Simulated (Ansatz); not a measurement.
Os2O2. Total charge 0; triplet. Geometry PBE0-D4/def2-TZVP, that of the charge +1 doublet; atoms count from 1.

Cartesian coordinates in Å:
```
Os -0.456 -1.184 -1.276
Os 0.409 0.098 0.574
O -1.401 -0.293 -0.001
O 1.448 1.378 0.703
```

In the def2 sets Os takes a core potential; there is no spin–orbit coupling. The charge 0 triplet is spin-contaminated (final ⟨S²⟩ up to 2.94, 2.00 for a pure state). The structure comes from a short search, and lower isomers may exist.

**Question.** Estimate the Mulliken populations from the PBE0/def2-TZVP orbitals of Ansatz.

**Answer.** 
```json
{"atom": "Os1", "charge (e)": "0.32", "spin (α − β)": "2.24", "d electrons": "6.49"}
{"atom": "Os2", "charge (e)": "0.60", "spin (α − β)": "-0.37", "d electrons": "6.13"}
{"atom": "O3", "charge (e)": "-0.49", "spin (α − β)": "0.20", "d electrons": "–"}
{"atom": "O4", "charge (e)": "-0.43", "spin (α − β)": "-0.07", "d electrons": "–"}
```
Mulliken values depend strongly on the basis.

**Question.** Where does the spin sit?

**Answer.** Summed by element: Os 1.87, O 0.13, of 2 unpaired in all. Largest on single atoms: Os1 2.24, Os2 -0.37, O3 0.20.

**Question.** And the Mayer bond orders between heavy atoms (over 0.3)?

**Answer.** Os1–Os2 1.70 (2.41 Å); Os1–O3 1.21 (1.82 Å); Os2–O3 0.86 (1.94 Å); Os2–O4 2.01 (1.65 Å).
